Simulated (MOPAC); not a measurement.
The molecule Ru₂, multiplicity 7 (lowest of 2S+1 = 1, 3, 5, 7, 9 at PBE0/def2-TZVPP; our sources give no spin for the ground state, which may be another). No spin–orbit coupling.

The constants come from a fifth-degree fit in 1/R (seven points, main isotopes). Runs in def2 and cc sets follow the lowest solution found near the PBE0 minimum.

The state reached by PM7 isn't checked; PM7 holds dispersion and hydrogen-bond terms.

Codes used: MOPAC for PM7 (differences of heats of formation). Values without a source in brackets are computed.

Energies at PM7:

```tsv
R (Å)	E (hartree)
2.073657	0.43415701
2.129401	0.42541923
2.180685	0.41962914
2.238658	0.41531625
2.296631	0.41303470
2.363523	0.41253103
2.441564	0.41432377
```

Task: With a reduced mass of 50.9522 u, find the minimum, the force constant and the constants.

Result: A fifth-degree polynomial in 1/R puts the minimum at r_e = 2.3460 Å with force constant 194 N/m. Then ω_e = (1/2πc)√(k/μ) = 254 cm⁻¹ and B_e = h/(8π²cμr_e²) = 0.06011 cm⁻¹; the cubic and quartic terms give α_e = 0.00011 and ω_e x_e = 0.26 cm⁻¹.
